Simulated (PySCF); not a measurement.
Work out the structure from these simulated measurements.

Formula: C8H10S.

- 13C NMR: chemical shifts (computed TMS as zero) by class: 167.1 (1 C), 152.5 (1 C), 148.7 (1 C), 145.7 (1 C), 115.3 (1 C), 102.0 (1 C), 18.3 (1 C), 12.9 (1 C) ppm [GIAO HF/pcSseg-1]
- UV, strongest line: among the 10 lowest singlet transitions: S8 at 5.96 eV (208 nm, f = 0.447) [TDDFT B3LYP/def2-SVPD]
- NMR, other nuclei: isotropic shieldings of nuclei other than C and H, by class: 587 (1 S) ppm [GIAO HF/pcSseg-1]
- Dipole: 2.38 D [B3LYP/def2-SVPD]
- Valence photoelectron: vertical ionisation energy: 7.31 eV [ΔSCF B3LYP/def2-SVPD]
- UV, first state: lowest singlet excitation: 3.93 eV (315 nm, f = 0.048) [TDDFT B3LYP/def2-SVPD]
- Polarisability: 130.1 au [B3LYP/def2-SVPD]
- Rotational structure: rotational constants A, B, C: 2.251, 0.860, 0.627 GHz [PBE0-D3(BJ)/def2-SVP]

The electronic properties come from PySCF, for the isolated species, density fitting. Levels stand in brackets. Isolated species at its PBE0-D3(BJ)/def2-SVP geometry (one conformer only). NMR values are class means; diastereotopic atoms form classes of their own.

Question: Propose a structure and show how it fits.

Answer: Numbering: `[CH2:1]=[C:2]1[CH:3]=[C:4]([CH3:5])/[C:6]1=[CH:7]/[S:8][CH3:9]`. Its formula, C8H10S, gives 4 degrees of unsaturation: 1 ring and 3 π bonds in the structure found. 8 carbons fall into 8 classes; from least to most shielded: fully substituted alkene carbon [C4] (167.1 ppm), fully substituted alkene carbon [C2] (152.5 ppm), alkene CH carbon [C3] (148.7 ppm), fully substituted alkene carbon [C6] (145.7 ppm), alkene CH carbon [C7] (115.3 ppm), terminal =CH2 carbon [C1] (102.0 ppm), S-methyl carbon [C9] (18.3 ppm), allylic carbon [C5] (12.9 ppm). The other shieldings belong to: 587 ppm, sulfide sulfur [S8]. The first electron is taken from the HOMO, whose largest Löwdin shares are 0.35 on the sulfide sulfur, 0.16 on a fully substituted alkene carbon, 0.15 on an alkene CH carbon and 0.14 on an alkene CH carbon. By its constants the optimised geometry is an asymmetric top. Structure: `C=C1C=C(C)/C1=C/SC`. Computed isomers that give other values at the same levels: `CCc1ccccc1S` (rotational constant A: 1.851 GHz; this holds for the one conformer computed); `CC#C[C@@H]1CCC(=S)C1` (smallest rotational constant: 0.669 GHz; this holds for the one conformer computed); `CSC1=CC=CC12CC2` (smallest rotational constant: 0.857 GHz; this holds for the one conformer computed). The assignments are read from this structure; whether some other isomer fits the data as well wasn't checked.

Shape of the structure used: `[CH2:1]=[C:2]1[CH:3]=[C:4]([CH3:5])/[C:6]1=[CH:7]/[S:8][CH3:9]`: C6–C7–S8–C9 178°.
